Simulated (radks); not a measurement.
Task: The niobium ion Nb8+ is in [Ar] 3d10 4s2 4p3. Calculated with a radial shooting solver on a logarithmic mesh with Libxc functionals: scalar-relativistic Kohn-Sham, r2SCAN, spin-polarised, spherical densities, finite nucleus; meta-GGA in the generalised Kohn-Sham scheme; Fermi nuclear charge, rms radius of each element as measured or else 0.836 A^(1/3) + 0.57 fm. Open shells are filled with parallel spins first. One electron is removed from 3d, 4p, 4s, 3p in turn, with full relaxation. Which removal costs least, and what does each cost?

Result: 4p 161.48 eV; 4s 180.87 eV; 3d 350.67 eV; 3p 503.75 eV. The 4p electron leaves first.
